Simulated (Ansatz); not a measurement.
Isolated molecules relaxed with PBE0-D4/def2-TZVP in Ansatz; ΔE leaves out vibrations. CCSD(T)/CBS is the MP2 limit (def2-TZVPP, def2-QZVPP) plus CCSD(T) − MP2 in def2-TZVPP, frozen cores. This one scheme is used for every species. For Br, Ge outer-core shells are correlated without core-valence functions, which leaves a few kJ/mol of doubt a bond. Scalar relativity is left out up to krypton. One conformer a species, not always the lowest.

Reaction (ligand exchange at a Ge–Br bond): `[F][Ge][Br]` + NH₃ → `[NH2][Ge][F]` + HBr

```
       species  CCSD(T)/CBS(def2) energy (Eh)
 `[F][Ge][Br]`                    -4749.29775
           NH₃                      -56.50880
`[NH2][Ge][F]`                    -2231.86581
           HBr                    -2573.91920
```

(1) Work out ΔE.

Largest T1 diagnostic among the species: 0.014.

Results:

(1) ΔE = (-2231.86581) + (-2573.91920) − (-4749.29775) − (-56.50880) = 0.02154 Eh = +13.5 kcal/mol.

Leaving LDA and LC-ωPBE aside and taking each functional with its dispersion term where it has one, the values, not all of them listed here, spread over 2.6 kcal/mol, from CAM-B3LYP-D4 to PBE-D4. LDA lies −3.0 kcal/mol from PBE without D4. In def2-TZVPP, CCSD(T) changes the Hartree–Fock value by −2.4 kcal/mol (the triples alone add +0.1 kcal/mol) and MP2 by −2.2 kcal/mol. From BLYP to BHLYP (50 % exact exchange), in def2-TZVPP and without D4, ΔE moves by −0.9 kcal/mol.
